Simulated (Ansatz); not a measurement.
Basis-set extrapolation for CH8O2SSi2 (`CO[SiH2]S[SiH2]O`) (PBE0-D4/def2-TZVP geometry, frozen core, the Gaussian-basis code of Ansatz). Multiplicity 1, RHF reference.

```
                       def2-TZVPP    def2-QZVPP
                 HF  -1167.914614  -1167.953544
    MP2 correlation     -1.076900     -1.162688
CCSD(T) correlation     -1.179180       not run
```

Energies in hartree. Use E(X) = E(∞) + A·exp(−7.88·√X) for Hartree–Fock and E(X) = E(∞) + B·X^(−2.97) for correlation, with X = 3 and 4, and add CCSD(T) minus MP2 of the smaller set to the MP2 limit.

**Question.** What is the CCSD(T) energy at the basis-set limit?

**Answer.** HF limit: -1167.953544 + (-0.038930) × 0.13774 = -1167.95891. MP2 limit: -1.162688 + (-0.085788) × 0.74074 = -1.22623. Higher-order term: -1.179180 − (-1.076900) = -0.10228. Total: -1169.28742 hartree, 5.27 eV below CCSD(T)/def2-TZVPP.
